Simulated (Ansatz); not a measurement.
Consider the atomization: `N=C(S)N[SiH2]O` → C• + 6 H• + 2 N• + O• + S• + Si•.

Computed with Ansatz on PBE0-D4/def2-TZVP structures; ΔE is electronic, products minus reactants. CCSD(T)/CBS adds triple-zeta CCSD(T) − MP2 to the extrapolated MP2 energy (def2 sets, frozen cores). This one scheme is used for every species, atoms too. Functionals use def2-TZVPP. B3LYP here is the variant with VWN-RPA as its local correlation; programs differ in this. Open shells (•) are unrestricted, without spin–orbit coupling. Spin–orbit coupling would lower the free atoms: a little for C, O, S, Si. One conformer a species, not always the lowest.

```json
{"level": "PBE-D4", "ΔE (kJ/mol)": "4509.5", "difference from CCSD(T)/CBS": "122.4"}
{"level": "r2SCAN-D4", "ΔE (kJ/mol)": "4385.7", "difference from CCSD(T)/CBS": "-1.4"}
{"level": "PBE0-D4", "ΔE (kJ/mol)": "4383.9", "difference from CCSD(T)/CBS": "-3.2"}
{"level": "ωB97X-V", "ΔE (kJ/mol)": "4415.0", "difference from CCSD(T)/CBS": "27.9"}
{"level": "ωB97M-V", "ΔE (kJ/mol)": "4414.6", "difference from CCSD(T)/CBS": "27.5"}
{"level": "B2PLYP", "ΔE (kJ/mol)": "4334.4", "difference from CCSD(T)/CBS": "-52.7"}
{"level": "PBE", "ΔE (kJ/mol)": "4479.0", "difference from CCSD(T)/CBS": "91.9"}
{"level": "r2SCAN", "ΔE (kJ/mol)": "4378.0", "difference from CCSD(T)/CBS": "-9.1"}
{"level": "B3LYP", "ΔE (kJ/mol)": "4347.5", "difference from CCSD(T)/CBS": "-39.6"}
{"level": "SCS-MP2/def2-TZVPP", "ΔE (kJ/mol)": "4318.2", "difference from CCSD(T)/CBS": "-68.9"}
{"level": "CCSD/def2-TZVPP", "ΔE (kJ/mol)": "4144.3", "difference from CCSD(T)/CBS": "-242.8"}
{"level": "CCSD(T)/def2-TZVPP", "ΔE (kJ/mol)": "4232.8", "difference from CCSD(T)/CBS": "-154.3"}
{"level": "HF/def2-QZVPP", "ΔE (kJ/mol)": "2930.7", "difference from CCSD(T)/CBS": "-1456.4"}
{"level": "MP2/def2-QZVPP", "ΔE (kJ/mol)": "4421.2", "difference from CCSD(T)/CBS": "34.1"}
{"level": "HF/CBS(def2)", "ΔE (kJ/mol)": "2932.2", "difference from CCSD(T)/CBS": "-1454.9"}
{"level": "MP2/CBS(def2)", "ΔE (kJ/mol)": "4483.3", "difference from CCSD(T)/CBS": "96.2"}
{"level": "CCSD(T)/CBS", "ΔE (kJ/mol)": "4387.1", "difference from CCSD(T)/CBS": "0"}
```

Largest T1 diagnostic among the species: 0.013.

From PBE to PBE0 (25 % exact exchange), in def2-TZVPP and without D4, ΔE moves by −121.0 kJ/mol: exact exchange takes away binding that semilocal exchange gives to molecules. The D4 term adds +49.1 kJ/mol with B3LYP and +25.9 kJ/mol with PBE0; it sums over pairs of atoms, weighted by their polarisabilities, and B3LYP, whose exchange is more repulsive, gets the larger term. In def2-TZVPP, CCSD(T) changes the Hartree–Fock value by +1312.6 kJ/mol (the triples alone add +88.5 kJ/mol) and MP2 by +1408.8 kJ/mol; breaking electron pairs costs correlation energy, which Hartree–Fock lacks.

For atomizations the MP2-based limit and the directly extrapolated one differ by several kJ/mol either way, and by 10 to 25 for some Ge, Se and Sn compounds, so smaller differences from it don't rank the levels.
